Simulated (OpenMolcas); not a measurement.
## Zr+: effect of the IPEA shift

```json
{
 "Program": "OpenMolcas 26.06",
 "Basis": "ANO-RCC-VTZP [7s6p4d2f1g]",
 "Scalar Hamiltonian": "DKH2, point nucleus",
 "Active space": "3 electrons in 6 orbitals (4d 5s)",
 "State averaging": "2S+1 = 4 even, 20 roots; 2S+1 = 2 even, 70 roots kept (CI in the orbitals of an earlier block)",
 "Spin-orbit coupling": "state interaction with AMFI integrals over the reference wave functions, term energies averaged over their components"
}
```

Methods on the same reference wave functions:
A. CASSCF
B. MS-CASPT2, IPEA 0 Eh, imaginary shift 0.1 Eh (closed shells correlated: 4s 4p)
C. MS-CASPT2, IPEA 0.25 Eh, imaginary shift 0.1 Eh (closed shells correlated: 4s 4p)

Energies in cm-1 above 4d2 5s 4F 3/2, the measured ground level; measured values from NIST Handbook of Basic Atomic Spectroscopic Data.

```csv
Level,A,B,C,Measured
4d2 5s 4F 3/2,0.0,0.0,0.0,0.0
4d2 5s 4F 5/2,303,311,306,315
4d2 5s 4F 7/2,726,750,738,763
4d2 5s 4F 9/2,1256,1286,1271,1323
4d3 4F 3/2,3388,3020,2800,2572
4d3 4F 5/2,3720,3280,3190,2895
4d3 4F 7/2,4149,3620,3660,3300
4d3 4F 9/2,4649,4110,4150,3758
4d2 5s 2D 3/2(1) [73 %],6264,2120,3630,
4d2 5s 2D 5/2(1),6547,2660,3930,
4d3 2P 1/2,8022,4560,5550,
4d3 2P 3/2,8438,4920,5930,
4d2 5s 2F 5/2,9147,4590,5380,5753
4d2 5s 4P 1/2,9323,7760,8060,
4d2 5s 4P 3/2,9534,7950,8260,
4d2 5s 2F 7/2,9810,5320,6080,6468
4d2 5s 4P 5/2,9854,8200,8550,
4d3 2G 7/2,10451,7640,8320,
4d3 2G 9/2,10747,7920,8600,
4d3 4P 1/2,12785,9750,10250,
4d3 4P 3/2,12989,9940,10440,
4d3 4P 5/2,13223,10210,10680,
4d3 2H 9/2,16217,12680,12990,
4d3 2H 11/2,16609,13140,13420,
```

Deviations, from unrounded energies. A percentage is the sum of absolute deviations over the sum of measured energies, with the sign that they share, or ± where signs differ.

| Against measurement | Levels | A | B | C |
| --- | --- | --- | --- | --- |
| mean absolute deviation (cm-1) | 9 | 1100 | 430 | 240 |
| fine structure of the ground term (%) | 3 | -4.8 | -2.2 | -3.6 |
| other terms of the ground configuration (%) | 2 | +55.1 | -18.9 | -6.2 |
| other configurations (%) | 4 | +27.0 | +12.1 | +10.2 |

C lies closest to measurement on these levels and A furthest from it. The largest miss of C in the table is 4d3 4F 9/2, by +390 cm-1. The ranking rests on the paired levels alone, and a cruder setting can come out closer through cancelling errors.

Between B and C the level of the table that moves most is 4d2 5s 2D 3/2(1) [73 %], by 1500 cm-1 (lowest in B, highest in C). Moves below CASPT2's spread within the term are not significant.

The mean deviations of B to C differ by less than CASPT2's widest spread within a term (1300 cm-1), so their order carries little weight.

From A to B the spin-free energies of the other terms of 4d2 5s shown, above 4F, scale by factors of 0.31 to 0.82.

The lowest spin-free term lies below A's lowest term by 0.296 hartree in B, 0.287 hartree in C.

Term energies are means over components that CASPT2 splits; among the terms shown or strongly mixed into the levels shown the widest spread is 1300 cm-1 (4d2 5s 2F, B). Over all roots computed the reference weight is 0.84 to 0.93 in B, 0.87 to 0.93 in C; the roots of lowest weight are the least certain, and an intruder state may touch them. Terms from blocks run as CI alone lack orbitals of their own. Configurations are named by rounded mean occupations; where the s occupation lies near a half they are strongly mixed, a name can repeat and a true partner stay unpaired. A single d shell beside an s shell can misplace configurations of different d count against each other. The CASPT2 spread within a term exceeds the gap to the next term for 4d3 2P and 4d2 5s 2F, 4d3 2G and 4d2 5s 4P, so the order of their levels is uncertain (figures for B; the like holds for C). Without dynamic correlation excited terms often stand tens of per cent too high (terms of higher spin than the ground term too low), and those without a measured partner can miss by more than the paired ones (holds for A). Some terms miss by over 15 % even with CASPT2, which points to a basis or an active space too small for the shells correlated (holds for B). Measured partners are found by configuration, term and J. A level has none where our copy of the source lacks it or the pairing is in doubt (some pairs that miss far off the trend of their configuration count as doubtful), and it then counts in no deviation. Levels of configurations outside the active space are missing. The table leaves out levels that lie high or whose names do not pair safely across all columns.

A share in square brackets marks a mixed level and gives the weight of the term that names it, the lowest over the columns. A number in round brackets counts repeated terms of one configuration in the order of the reference energies.
